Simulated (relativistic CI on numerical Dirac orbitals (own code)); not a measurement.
# What each ingredient does to the levels of Cd47+

Base calculation: Dirac-Coulomb-Breit CI, KLI orbitals optimised for each configuration, a model potential for QED.

Configuration list: 1s, 2s, 2p, 3s, 3p, 3d, 4s, 4p, 4d, 4f, 5s, 5p, 5d, 5f, 5g, 6s, 6p, 6d. Levels of other configurations are missing.

Variants: (1) QED terms removed; (2) non-relativistic limit. Shifts of the energy above 1s 2S_1/2, in eV, for the lowest level and the first level of each name with at least 55 % of one term (blank where a level changes its place among those of its configuration and J or its character, or is not in the variant):

| Level | Base | Δ(1) | Δ(2) |
| --- | --- | --- | --- |
| 1s 2S_1/2 | 0.0 | 0.0 | 0.0 |
| 2p 2P°_1/2 | 24183.3 | +29.6 | -673.5 |
| 2s 2S_1/2 | 24188.1 | +25.1 | -678.2 |
| 2p 2P°_3/2 | 24444.2 | +29.2 | -934.4 |
| 3p 2P°_1/2 | 28745.0 | +29.7 | -881.4 |
| 3s 2S_1/2 | 28746.4 | +28.3 | -882.8 |
| 3d 2D_3/2 | 28822.3 | +29.7 | -958.7 |
| 3p 2P°_3/2 | 28822.5 | +29.6 | -958.9 |
| 3d 2D_5/2 | 28846.6 | +29.7 | -983.0 |
| 4p 2P°_1/2 | 30330.7 | +29.7 | -943.3 |
| 4s 2S_1/2 | 30331.3 | +29.1 | -943.9 |
| 4d 2D_3/2 | 30363.3 | +29.7 | -975.8 |
| 4p 2P°_3/2 | 30363.3 | +29.7 | -975.9 |
| 4f 2F°_5/2 | 30373.5 | +29.7 | -986.1 |
